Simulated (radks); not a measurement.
The numbers below are computed, except where a source is named.
Task: All-electron atom: Yb+ in [Xe] 4f14 6s1 (the NIST ground configuration). Code: a radial shooting solver on a logarithmic mesh with Libxc functionals. Model: scalar-relativistic Kohn-Sham, PBE, spin-polarised, spherical densities, point nucleus; open shells are filled with parallel spins first (spin-orbit coupling, left out, can overturn this in heavy ions); hard spherical wall at 20 bohr. Some entries of the table are withheld. Estimate them.

| orbital | occ. | eigenvalue (Ry) | <r^2> (bohr^2) | <1/r> (bohr^-1) |
|---|---|---|---|---|
| 1s up | 1 | -4501.980 | 0.0005297 | 80.67 |
| 1s down | 1 | -4501.979 | 0.0005297 | 80.67 |
| 2s up | 1 | -763.1477 | 0.008208 | 18.80 |
| 2s down | 1 | -763.1472 | 0.008208 | 18.80 |
| 2p up | 3 | -672.5812 | 0.006714 | 17.26 |
| 2p down | 3 | -672.5808 | 0.006714 | 17.26 |
| 3s down | 1 | -172.3906 | 0.05367 | 6.947 |
| 3s up | 1 | -172.3903 | 0.05367 | 6.947 |
| 3p down | 3 | -145.0950 | 0.05419 | 6.466 |
| 3p up | 3 | -145.0946 | 0.05419 | 6.466 |
| 3d down | 5 | -111.8887 | 0.04510 | 6.123 |
| 3d up | 5 | -111.8885 | 0.04510 | 6.123 |
| 4s down | 1 | -34.30879 | 0.2688 | 2.935 |
| 4s up | 1 | -34.30805 | 0.2688 | 2.935 |
| 4p down | 3 | -25.35188 | 0.3057 | 2.678 |
| 4p up | 3 | -25.35130 | 0.3057 | 2.678 |
| 4d down | 5 | -13.56904 | 0.3644 | 2.366 |
| 4d up | 5 | -13.56879 | 0.3645 | 2.366 |
| 5s up | 1 | -4.53744 | 1.648 | 1.096 |
| 5s down | 1 | -4.53245 | 1.644 | 1.097 |
| 5p up | 3 | -2.51787 | 2.404 | 0.8992 |
| 5p down | 3 | -2.50720 | 2.381 | 0.9024 |
| 4f up | 7 | -0.71495 | 0.8711 | 1.729 |
| 4f down | 7 | -0.71257 | 0.8503 | 1.734 |
| 6s up | 1 | -0.70756 | 14.00 | 0.3550 |
| 6s down | 0 | -0.64089 | 13.50 | 0.3620 |
| 5d up | 0 | (1) | 9.778 | 0.4657 |
| 5d down | 0 | (2) | 8.873 | 0.4856 |
| 6p up | 0 | -0.42748 | 24.13 | 0.2690 |

Result: 
(1) 5d up eigenvalue (Ry): -0.49383
(2) 5d down eigenvalue (Ry): -0.44611
